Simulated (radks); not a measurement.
The numbers below are computed, except where a source is named.
Task: The chromium ion Cr+, 23 electrons, occupied as [Ar] 3d5. Code: a radial shooting solver on a logarithmic mesh with Libxc functionals. Model: Dirac Kohn-Sham, BLYP, spin-unpolarised, spherical densities, point nucleus; open shells are shared between the two j in proportion to 2j + 1; speed of light set to 205.554 atomic units (1.5 times the physical value, a model run). Some entries of the table are withheld. Estimate them.

orbital,occ.,eigenvalue (Ry),<1/r> (bohr^-1),r(max) (bohr)
1s1/2,2,(1),23.68,0.04196
2s1/2,2,-49.15476,5.017,0.2450
2p1/2,2,(2),(3),0.1975
2p3/2,4,(4),(5),0.1985
3s1/2,2,-5.88159,1.556,0.7805
3p1/2,2,-3.86003,1.425,0.7972
3p3/2,4,-3.82713,1.418,0.8003
4s1/2,0,-0.73803,0.4208,2.594
3d3/2,2,-0.73319,0.9932,0.8362
3d5/2,3,-0.73055,0.9911,0.8375
4p1/2,0,(6),0.3273,3.256
4p3/2,0,(7),0.3262,3.268

Result: 
(1) 1s1/2 eigenvalue (Ry): -430.9603
(2) 2p1/2 eigenvalue (Ry): -41.84911
(3) 2p1/2 <1/r> (bohr^-1): 4.962
(4) 2p3/2 eigenvalue (Ry): -41.56885
(5) 2p3/2 <1/r> (bohr^-1): 4.929
(6) 4p1/2 eigenvalue (Ry): -0.45053
(7) 4p3/2 eigenvalue (Ry): -0.44883
